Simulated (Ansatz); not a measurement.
The cluster Sn4H8, relaxed as a singlet with RKS PBE-D4/def2-SVP in Ansatz, starting from the GFN1-xTB geometry. Force threshold 0.02 eV/Å.

In the def2 sets Sn takes a core potential; there is no spin–orbit coupling. Another isomer (singlet) lies 0.35 eV lower at PBE0-D4/def2-TZVP; other spin states weren't run for this one.

Start:

Cartesian coordinates in Å:
```
Sn -1.182 -0.648 0.079
Sn -0.001 -2.812 1.471
Sn 1.724 -0.320 0.377
Sn -0.017 1.814 -0.821
H -1.202 2.540 -1.787
H 0.105 -1.768 2.887
H -2.414 0.228 0.854
H 1.825 -1.060 -1.214
H 0.195 3.022 0.333
H 1.665 -2.165 1.001
H -2.024 -0.919 -1.374
H 1.325 2.087 -1.807
```

```
        step  energy (eV)  largest force component (eV/Å)  SCF passes
           1  -23454.2956                           0.951          18
           2  -23454.6761                           0.537          25
           3  -23454.7309                           0.413          19
4 (rejected)  -23454.7217                           0.590          21
           5  -23454.7850                           0.141          20
           6  -23454.7943                           0.101          19
           7  -23454.7984                           0.054          20
           8  -23454.8000                           0.038          19
           9  -23454.8020                           0.020          20
          10  -23454.8024                           0.046          20
          11  -23454.8028                           0.029          14
          12  -23454.8030                           0.011          20
          13  -23454.8032                           0.012          20
          14  -23454.8033                           0.016          20
```

Force components are those of the run's own axes.

End:

Cartesian coordinates in Å:
```
Sn -1.082 -0.452 -0.016
Sn -0.160 -2.791 1.582
Sn 1.925 -0.539 0.359
Sn -0.141 2.118 -0.893
H -1.304 2.673 -2.052
H 0.207 -1.722 2.982
H -2.313 0.113 1.074
H 1.768 -1.208 -1.314
H -0.080 3.227 0.433
H 1.625 -2.460 0.955
H -1.855 -1.065 -1.441
H 1.410 2.105 -1.669
```

Bonds lost: Sn3–Sn4 (atoms count from 1).

The force fell under the threshold at step 12, but the optimiser went on. No frequencies were taken in this run, so the end may be a saddle point.

Run time 20 s (4 threads of Arm Neoverse V2 on a shared host).
